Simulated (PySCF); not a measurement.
**Electron correlation in La (lanthanum, neutral)**

[Xe] 6s2 6p1, 2P determinant (an excited configuration). Calculation: PySCF 2.14, in x2c-TZVPPall with one added diffuse shell each of s, p, d type (12s8p8d3f1g, 106 functions); scalar relativity by spin-free X2C-1e. Frozen: [Ar] 3d10; 29 electrons correlated.

MP2 pair energies summed by pair of shells (mhartree):

```tsv
pair	energy	share (%)
4d-4d	-284.06	38.3
4d-5p	-133.21	18.0
5p-5p	-105.86	14.3
5p-6s	-36.70	5.0
4p-4d	-25.76	3.5
5s-5p	-25.14	3.4
4d-5s	-24.14	3.3
4p-4p	-18.11	2.4
4s-4d	-16.75	2.3
6s-6p	-14.91	2.0
6s-6s	-12.55	1.7
4d-6s	-7.96	1.1
4p-5p	-6.80	0.9
4p-5s	-6.48	0.9
5p-6p	-6.24	0.8
5s-5s	-5.26	0.7
4s-4p	-2.60	0.4
5s-6s	-2.30	0.3
4s-4s	-1.79	0.2
4d-6p	-1.48	0.2
4s-5p	-1.07	0.1
4p-6s	-0.70	0.1
4s-5s	-0.57	0.1
5s-6p	-0.39	0.1
4p-6p	-0.07	0.0
4s-6s	-0.07	0.0
4s-6p	-0.01	0.0
```

Total MP2 correlation energy: -740.99 mhartree.

Same-spin part -267.65 and opposite-spin part -473.34 mhartree; SCS-MP2 scales them by 1/3 and 6/5 to -657.23 mhartree.

This basis was not built for core-valence correlation, so the inner-shell part is incomplete.
